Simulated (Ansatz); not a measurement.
`CBC1=CB1` and `OC1=CB1` differ in one atom or group.

Ansatz, PBE0-D4/def2-TZVP geometries, multiplicity 1. Each molecule was computed in one conformer, which needn't be the lowest.

```csv
property,`CBC1=CB1`
zero-point energy (PBE0-D4/def2-TZVP) / kJ/mol,214.8
LUMO energy (PBE/def2-TZVPP) / eV,-1.78
LUMO energy (PBE0/def2-TZVPP) / eV,-0.81
LUMO energy (B3LYP/def2-TZVPP) / eV,-1.02
"ideal-gas entropy at 298 K and 1 bar (rigid rotor, harmonic PBE0-D4/def2-TZVP) / J/(mol·K)",327
HOMO–LUMO gap (PBE/def2-TZVPP) / eV,4.68
```

Task: Give the same properties after the change, and the shifts. (Estimate.)

Result: The calculation gave: 
```
                                                                                  property  `OC1=CB1`  shift
                                            zero-point energy (PBE0-D4/def2-TZVP) / kJ/mol      126.4  -88.4
                                                         LUMO energy (PBE/def2-TZVPP) / eV      -0.81   0.97
                                                        LUMO energy (PBE0/def2-TZVPP) / eV       0.22   1.03
                                                       LUMO energy (B3LYP/def2-TZVPP) / eV      -0.02   1.00
ideal-gas entropy at 298 K and 1 bar (rigid rotor, harmonic PBE0-D4/def2-TZVP) / J/(mol·K)        269    -58
                                                       HOMO–LUMO gap (PBE/def2-TZVPP) / eV       5.85   1.17
```

With PBE0 the HOMO falls by 0.35 eV and the LUMO rises by 1.03 eV, so the gap widens by about 1.38 eV. PBE moves the HOMO by -0.20 eV and ωB97M-V by -0.40 eV. The zero-point energy changes by -88.4 kJ/mol with -12 modes.

B3LYP here is the variant with VWN-RPA as its local correlation; programs differ in this.
